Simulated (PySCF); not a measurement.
# What a mistake does to a calculation on AlB2CH5

All numbers below are calculated, not measured. They come from PySCF 2.14.0, an open-source quantum chemistry program, on an isolated molecule that a program drew, which may never have been made. The molecule is AlB2CH5 (charge 0, singlet), drawn as the SMILES string `B[CH](B)[Al]`.

Each row is a Hartree-Fock (HF) and frozen-core CCSD(T) single point in the cc-pV(D+d)Z basis, meant for a local HF minimum. Run 1 is clean. Each other run has one planted mistake out of seven kinds, and not every kind appears here: one electron removed, one electron added, multiplicity raised by two, geometry at a saddle point, minimal basis STO-3G, one bond length entered in bohr, all coordinates scaled. The reference is restricted for singlets and unrestricted otherwise, and also for a bond in bohr. Adding or removing an electron swaps singlet and doublet. Electrons count all cores. HOMO and LUMO are orbital energies over both spins, the gradient is its largest component, and the lowest frequency (negative if imaginary) is given only where the gradient is small. Bond lengths are over the 8 bonds as drawn. T1 is the CCSD diagnostic: over 0.02 (restricted) or 0.045 (unrestricted) a single reference is doubtful.

Geometry of the clean run:
```xyz
9
AlB2CH5, angstrom
B    -0.7089   -1.9011   -0.8057
C     0.3354   -0.7694   -0.7594
B    -0.1336    0.5126   -0.0454
Al    0.8179   -0.2720   -2.7086
H    -1.8762   -1.6540   -0.9686
H    -0.3865   -3.0578   -0.7062
H     1.3575   -1.0942   -0.5021
H    -1.2665    0.9033   -0.1650
H     0.6206    1.1688    0.6273
```

```
run  electrons  basis functions  <S^2>  HOMO (eV)  LUMO (eV)  gradient (hartree/bohr)  lowest frequency (cm^-1)  mean bond (Å)  longest bond (Å)      T1  HF (hartree)  CCSD(T) (hartree)               mistake
  1         34               90  0.000      -8.22       0.52                  2.8e-05                       125         1.3839             2.069  0.0157    -332.03225         -332.45805              no fault
  2         34               29  0.000      -5.10       7.28                  2.6e-02                         -         1.3839             2.069  0.0167    -328.03192         -328.23960  minimal basis STO-3G
  3         33               90  0.786     -15.90      -6.57                  3.4e-02                         -         1.3839             2.069  0.0170    -331.76168         -332.14775  one electron removed
  4         34               90  2.007      -6.63      -0.45                  1.3e-02                         -         1.3839             2.069  0.0230    -331.97877         -332.37774                     ?
  5         34               90  0.000      -8.22       0.55                  1.3e-02                         -         1.3604             2.034  0.0154    -332.03020         -332.45465                     ?
```

**Which mistake was planted in run 4, and what did it cost?**

Electrons, basis and geometry are unchanged, and <S^2> is 2.007, beside S(S+1) = 2.00 for a multiplicity of 3. So the mistake is: multiplicity raised by two. Subtracting run 1 and multiplying by 627.51 kcal/mol a hartree, the energy moved by 33.6 kcal/mol in HF and 50.4 kcal/mol in CCSD(T).

**Which mistake was planted in run 5, and what did it cost?**

The mean and the longest bond both change by the same factor, 0.983, and the gradient is no longer small. So the mistake is: all coordinates scaled. Subtracting run 1 and multiplying by 627.51 kcal/mol a hartree, the energy moved by 1.3 kcal/mol in HF and 2.1 kcal/mol in CCSD(T).

